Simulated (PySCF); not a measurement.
# Vibration and rotation of SbC

ROHF-CCSD(T) constants of SbC, ²Σ⁺ (doublet), unpaired electrons σ ↑ (basis Sb def2-TZVPP with ECP28, C def2-TZVPP; scalar-relativistic core potentials; PySCF 2.14; masses 120.9038 and 12.0000 u):

- ωe: 846.1 cm⁻¹
- ωexe: 4.41 cm⁻¹
- Be: 0.43123 cm⁻¹
- αe: 0.00290 cm⁻¹
- D (centrifugal): 4.48e-07 cm⁻¹
- De to Sb + C: 3.37 eV

Task: Give the vibrational terms G(v) and spacings up to v = 6.

Result: G(v) = ωe(v+½) − ωexe(v+½)².

| v | G(v) (cm⁻¹) | G(v) − G(v−1) | Bv (cm⁻¹) |
| --- | --- | --- | --- |
| 0 | 421.9 |  | 0.4298 |
| 1 | 1259.2 | 837.3 | 0.4269 |
| 2 | 2087.7 | 828.5 | 0.4240 |
| 3 | 2907.3 | 819.6 | 0.4211 |
| 4 | 3718.1 | 810.8 | 0.4182 |
| 5 | 4520.1 | 802.0 | 0.4153 |
| 6 | 5313.3 | 793.2 | 0.4124 |

Task: How well does the Morse estimate ωe²/(4ωexe) reproduce De, and what is D0?

Result: It gives 5.03 eV, 149 % of the computed De. D0 = De − G(0) = 3.37 − 0.05 = 3.32 eV.

Correlated steps freeze 5 core orbitals. These are scalar-relativistic numbers at best; spin–orbit coupling would shift them, the dissociation energy most. The state was picked by a PBE0 search and need not be the measured ground state.
